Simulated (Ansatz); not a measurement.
Species: CH5BNO, charge 0, multiplicity 2. It need not be the lowest isomer of its formula. 
Structure (B3LYP-D3(BJ)/def2-TZVP (Ansatz, a program for electronic structure) minimum search):
SMILES: CN[B]O
```xyz
9

C     -1.2535     0.7756     0.4226
N     -0.6649    -0.5490     0.2376
B      0.6264    -0.8133    -0.2052
O      1.5179     0.1696    -0.5273
H     -1.5513     0.9366     1.4619
H     -0.5163     1.5301     0.1571
H     -2.1310     0.9131    -0.2144
H     -1.2718    -1.3198     0.4583
H      2.3705    -0.1612    -0.8175
```
Charge 0, spin multiplicity 2.

Basis-set convergence of Hartree-Fock and CCSD correlation energies (hartree) with Ansatz. Cores are frozen in the correlated levels unless marked. UHF or UKS for open shells. No spin-orbit coupling. No relativistic terms.

```tsv
basis	functions	E(HF)	E(corr, CCSD)
cc-pVDZ	81	-194.81656	-0.59699
cc-pVTZ	190	-194.88032	-0.72876
cc-pVQZ	370	-194.89524	-0.77166
```

Extrapolating the two largest sets (X = 3 and 4) as X^-3: E(corr) = (64·(-0.77166) - 27·(-0.72876))/37 = -0.8030 Eh, an estimate of the basis-set limit. The largest set recovers 96.1 % of it, the smallest 74.3 %.
